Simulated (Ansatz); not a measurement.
A nudged elastic band was laid between two geometries of BFH₆N₂Si (11 atoms, charge 0, multiplicity 1).

The calculation used Ansatz 0.2.0, RKS PBE-D4/def2-SVP.

```json
{
 "movable images": "8",
 "climbing image": "no",
 "spring": "5.0 eV/Å²",
 "optimiser": "quadratic models (default)",
 "start path": "through a guess of the saddle point",
 "force threshold": "0.05 eV/Å",
 "iteration limit": "60",
 "end points": "relaxed"
}
```

Image 0:

```xyz
11
Properties=species:S:1:pos:R:3
N -0.778 1.468 1.496
B -0.707 0.455 0.516
N 0.540 -0.087 0.033
Si 0.698 -1.256 -1.240
F 0.920 -0.545 -2.706
H 0.029 1.916 1.930
H -1.670 1.827 1.831
H -1.747 0.008 0.065
H 1.411 0.300 0.413
H -0.558 -2.062 -1.321
H 1.929 -2.079 -0.998
```

Image 9:

```xyz
11
Properties=species:S:1:pos:R:3
N -1.339 0.928 0.792
B 0.044 0.786 1.025
N 0.907 -0.061 0.227
Si 0.531 -1.068 -1.132
F 0.697 -0.283 -2.566
H -1.864 0.459 0.053
H -1.919 1.516 1.386
H 0.537 1.408 1.951
H 1.893 -0.026 0.497
H -0.905 -1.490 -1.040
H 1.482 -2.225 -1.173
```

Question: Which bonds break or form, and what moves?

Answer: No bond is made or broken. The dihedral N1–B2–N3–H9 goes from -1 to 178°.

Question: Give the energies along the band, and the barrier.

Answer: The run converged. The highest image is number 4 of 0 to 9, 47.1 kJ/mol above the first end and 44.6 kJ/mol above the last; the last end lies 2.6 kJ/mol above the first. No image climbed, so the highest image needn't sit at the top of the path.

```json
{"image": "0", "path coordinate (Å)": "0.00", "energy (kJ/mol)": "0.0", "dihedral N1–B2–N3–H9 (°)": "-1"}
{"image": "1", "path coordinate (Å)": "0.80", "energy (kJ/mol)": "4.8", "dihedral N1–B2–N3–H9 (°)": "7"}
{"image": "2", "path coordinate (Å)": "1.60", "energy (kJ/mol)": "18.0", "dihedral N1–B2–N3–H9 (°)": "19"}
{"image": "3", "path coordinate (Å)": "2.41", "energy (kJ/mol)": "36.9", "dihedral N1–B2–N3–H9 (°)": "44"}
{"image": "4", "path coordinate (Å)": "3.21", "energy (kJ/mol)": "47.1", "dihedral N1–B2–N3–H9 (°)": "95"}
{"image": "5", "path coordinate (Å)": "4.01", "energy (kJ/mol)": "27.7", "dihedral N1–B2–N3–H9 (°)": "140"}
{"image": "6", "path coordinate (Å)": "4.81", "energy (kJ/mol)": "9.5", "dihedral N1–B2–N3–H9 (°)": "160"}
{"image": "7", "path coordinate (Å)": "5.61", "energy (kJ/mol)": "4.1", "dihedral N1–B2–N3–H9 (°)": "171"}
{"image": "8", "path coordinate (Å)": "6.41", "energy (kJ/mol)": "3.7", "dihedral N1–B2–N3–H9 (°)": "173"}
{"image": "9", "path coordinate (Å)": "7.22", "energy (kJ/mol)": "2.6", "dihedral N1–B2–N3–H9 (°)": "178"}
```

Question: What is the geometry of the highest image?

Answer: 
```xyz
11
Properties=species:S:1:pos:R:3
N -0.891 1.570 0.796
B -0.557 0.235 1.045
N 0.606 -0.376 0.371
Si 0.662 -1.106 -1.186
F 0.800 -0.003 -2.404
H -0.346 2.159 0.162
H -1.686 2.042 1.228
H -1.267 -0.389 1.822
H 1.483 -0.369 0.900
H -0.617 -1.838 -1.457
H 1.878 -1.982 -1.254
```

The run took 4.1 min on 2 threads of Arm Neoverse V1, on a shared host, peak memory 0.14 GiB.
